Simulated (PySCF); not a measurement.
**Partial charges of `CS/C=C(\C)C[SiH2]S`**

Compound: C5H12S2Si.
SMILES with atom numbers: `[CH3:1][S:2]/[CH:3]=[C:4](\[CH3:5])[CH2:6][SiH2:7][SH:8]` (hydrogens: H9, H10, H11 on C1; H12 on C3; H13, H14, H15 on C5; H16, H17 on C6; H18, H19 on Si7; H20 on S8)

Structure used (GFN2-xTB), in Å, numbered top down from 1:
```xyz
20
C5H12S2Si angstrom
C      3.4161    0.2639    0.9031
S      2.0612    1.2616    0.2197
C      0.8984   -0.0258   -0.1010
C     -0.2551    0.1337   -0.7485
C     -0.7058    1.4543   -1.2849
C     -1.2117   -1.0066   -0.8911
Si    -2.5863   -0.9539    0.4388
S     -1.6487   -0.7463    2.3578
H      4.2082    0.9555    1.1712
H      3.7713   -0.4317    0.1481
H      3.0713   -0.2652    1.7874
H      1.2063   -0.9837    0.2894
H     -1.5481    1.8303   -0.7033
H      0.1006    2.1816   -1.2343
H     -1.0321    1.3555   -2.3195
H     -0.6805   -1.9561   -0.8099
H     -1.6812   -0.9757   -1.8737
H     -3.3118   -2.2138    0.4959
H     -3.4734    0.1875    0.2325
H     -0.6037   -0.0543    1.9192
```

Density: PBE0/pcSseg-1 (PySCF); schemes: Mulliken, IAO, Hirshfeld and ESP-fitted. The structure is a single GFN2-xTB conformer in the gas phase; no vibrational or solvent corrections.

Question: Tabulate the Mulliken, IAO, Hirshfeld and ESP-fitted charges.

Answer: In e:

| atom | environment | Mulliken | IAO | Hirshfeld | ESP-fitted |
| --- | --- | --- | --- | --- | --- |
| C1 | S-methyl carbon | -0.380 | -0.503 | -0.116 | -0.479 |
| S2 | sulfide sulfur | +0.020 | +0.139 | +0.018 | -0.111 |
| C3 | alkene CH carbon | -0.205 | -0.307 | -0.084 | -0.184 |
| C4 | fully substituted alkene carbon | -0.395 | +0.006 | -0.004 | +0.149 |
| C5 | allylic carbon | -0.155 | -0.427 | -0.119 | -0.437 |
| C6 | sp3 carbon bound to silicon | -0.401 | -0.532 | -0.154 | -0.728 |
| Si7 | SiH2 silicon | +0.577 | +0.696 | +0.321 | +0.483 |
| S8 | sulfur bonded to Si and H | -0.408 | -0.338 | -0.165 | -0.418 |
| H9 | methyl hydrogen | +0.155 | +0.171 | +0.056 | +0.220 |
| H10 | methyl hydrogen | +0.154 | +0.158 | +0.047 | +0.164 |
| H11 | methyl hydrogen | +0.152 | +0.157 | +0.048 | +0.168 |
| H12 | vinylic hydrogen | +0.115 | +0.147 | +0.043 | +0.184 |
| H13 | methyl hydrogen | +0.140 | +0.150 | +0.046 | +0.161 |
| H14 | methyl hydrogen | +0.140 | +0.153 | +0.036 | +0.130 |
| H15 | methyl hydrogen | +0.126 | +0.150 | +0.048 | +0.159 |
| H16 | methylene hydrogen | +0.155 | +0.158 | +0.046 | +0.204 |
| H17 | methylene hydrogen | +0.151 | +0.154 | +0.045 | +0.256 |
| H18 | Si–H hydrogen | -0.059 | -0.111 | -0.073 | -0.051 |
| H19 | Si–H hydrogen | -0.059 | -0.131 | -0.080 | -0.092 |
| H20 | S–H hydrogen | +0.180 | +0.109 | +0.041 | +0.222 |

Mean size of the charges over all atoms: ESP-fitted 0.250 e, IAO 0.235 e, Mulliken 0.206 e, Hirshfeld 0.079 e. Each set sums to the total charge, 0, to within 0.001 e. The IAO scheme projects the occupied orbitals on a minimal set of polarised atomic orbitals and counts the electrons in each atom's part of it. The Hirshfeld scheme divides the density at each point in proportion to the densities of the neutral, spherically averaged free atoms.

Lowest charge. The schemes don't all agree: Mulliken S8 (-0.408); IAO C6 (-0.532); Hirshfeld S8 (-0.165); ESP-fitted C6 (-0.728).

Highest charge. All schemes agree: Mulliken Si7 (+0.577); IAO Si7 (+0.696); Hirshfeld Si7 (+0.321); ESP-fitted Si7 (+0.483).

Question: How many electrons does the Mulliken scheme count on S2?

Answer: Z − q = 16 − (+0.020) = 15.980.

Question: How closely do the schemes follow one another over all atoms?

Answer: Correlation coefficient and root-mean-square difference: IAO with Hirshfeld 0.96, 0.192 e; IAO with ESP-fitted 0.94, 0.106 e; Mulliken with IAO 0.90, 0.128 e; Mulliken with Hirshfeld 0.90, 0.163 e; Hirshfeld with ESP-fitted 0.88, 0.214 e; Mulliken with ESP-fitted 0.83, 0.165 e.

Question: Sum the charges by element, for elements with more than one atom.

Answer: 
| element | atoms | Mulliken | IAO | Hirshfeld | ESP-fitted |
| --- | --- | --- | --- | --- | --- |
| C | 5 | -1.537 | -1.763 | -0.477 | -1.678 |
| S | 2 | -0.388 | -0.199 | -0.147 | -0.528 |
| H | 12 | +1.348 | +1.266 | +0.303 | +1.723 |
